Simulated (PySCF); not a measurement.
CuCl: a composite coupled-cluster calculation

State: ¹Σ⁺, singlet, closed shell. De refers to Cu (3d10 4s1) + Cl. RHF-based CCSD(T) in PySCF 2.14 with Cu cc-pVTZ-PP with ECP10, Cl cc-pV(T+d)Z and Cu cc-pVQZ-PP with ECP10, Cl cc-pV(Q+d)Z (frozen core orbitals: 9; scalar-relativistic core potentials). Correlation energies are extrapolated as n⁻³ (n = 3, 4), Hartree–Fock as (n+1)·exp(−9√n).

| Level | Re (Å) | ωe (cm⁻¹) | ωexe (cm⁻¹) | αe (cm⁻¹) | De (eV) |
| --- | --- | --- | --- | --- | --- |
| CCSD(T)/TZ | 2.0590 | 413.1 | 1.59 | 0.00100 | 3.663 |
| CCSD(T)/QZ | 2.0530 | 414.1 | 1.60 | 0.00101 | 3.778 |
| HF/CBS | 2.1526 | 362.9 | 1.32 | 0.000891 | 2.614 |
| MP2/CBS | 2.0138 | 436.6 | 1.68 | 0.00106 | 4.111 |
| CCSD/CBS | 2.0629 | 407.9 | 1.53 | 0.000989 | 3.714 |
| CCSD(T)/CBS | 2.0491 | 416.6 | 1.61 | 0.00102 | 3.852 |

Task: How much is left between CCSD(T)/QZ and the basis-set limit, and how much do the triples give at the limit?

Result: CCSD(T)/CBS less CCSD(T)/QZ: -3.9 mÅ in Re, +2.5 cm⁻¹ in ωe and +0.074 eV in De. CCSD(T)/CBS less CCSD/CBS: -13.8 mÅ in Re, +8.7 cm⁻¹ in ωe and +0.138 eV in De.

The T1 diagnostic is 0.029, large enough to doubt a single reference. The open-shell atoms are computed with UHF. Spin–orbit coupling, excitations beyond (T) and corrections to the Born–Oppenheimer picture are left out.

The whole job (state search and all basis sets along the bond) took about 8.1 min on 4 threads of Intel Xeon Platinum 8488C (shared host), peak memory 8.3 GiB.
